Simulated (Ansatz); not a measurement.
H2OSn (SMILES [OH][SnH]) moved off its minimum; all values from Ansatz (a first-principles code), cores frozen in correlated methods. Elements past Kr take the def2 small-core potentials, without spin–orbit coupling.
(charge 0, multiplicity 1)
```xyz
4

Sn    -0.2316    -0.1278     0.2216
H     -1.5377    -0.0487    -1.0859
O      1.2201     0.8486    -0.8585
H      0.9158     1.1601    -1.7163
```

Forces at MP2/def2-TZVPPD (eV/Å):

```csv
atom,Fx,Fy,Fz
Sn1,0.255,0.448,-0.916
H2,0.479,0.020,0.412
O3,-0.668,-0.450,0.602
H4,-0.066,-0.017,-0.098
```

Give the forces (eV/Å), the total energy and the dipole at CCSD(T)/def2-TZVPPD.


```csv
atom,Fx,Fy,Fz
Sn1,0.355,0.442,-0.814
H2,0.385,0.026,0.315
O3,-0.712,-0.428,0.520
H4,-0.028,-0.040,-0.020
```
Energy -289.7846 hartree, dipole 1.62 D.
